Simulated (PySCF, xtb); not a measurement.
pent-1-ene (C₅H₁₀), SMILES C=CCCC.

GFN2-xTB (xtb 6.7.1) at its own geometry gives an orbital gap of 5.40 eV and a dipole moment of 0.41 D.

The structure is a stationary point at B3LYP-D3(BJ)/def2-SVP. One conformer was computed; it need not be the lowest.

Question: What does PBE/def2-TZVP (PySCF) give? (An estimate is asked for; the answer gives what the named calculation found.)

Answer: gap 5.46 eV (levels -6.21 and -0.75 eV), dipole 0.45 D.
